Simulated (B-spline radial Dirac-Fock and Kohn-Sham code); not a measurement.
Z = 67 (holmium), transition energy 254 keV. Model: a Dirac-Hartree-Slater potential of the neutral atom with a Latter tail (no hole, which puts coefficients of high multipoles low close above an edge), finite nucleus with surface currents. Program: a radial atomic solver. Subshells that would emit electrons below 1 keV are left out.

**Question.** A pure transition shows α(K) = 0.163, L1/L2 = 12.6 and L1/L3 = 85.8. What is its multipolarity?
A. E2
B. E1
C. M4
D. E4
E. E3
F. M2
G. M1
H. M3

**Answer.** G. For comparison, α(K), L1/L2, L1/L3 are E1 0.0230, 8.04, 7.59; E2 0.0797, 0.933, 1.33; E3 0.252, 0.243, 0.435; E4 0.789, 0.116, 0.231; M2 0.710, 8.06, 13.2; M3 2.55, 5.45, 3.23; M4 9.03, 4.04, 1.42.

Values without a named source are computed, but for edge energies of neutral atoms, which are taken from tables.
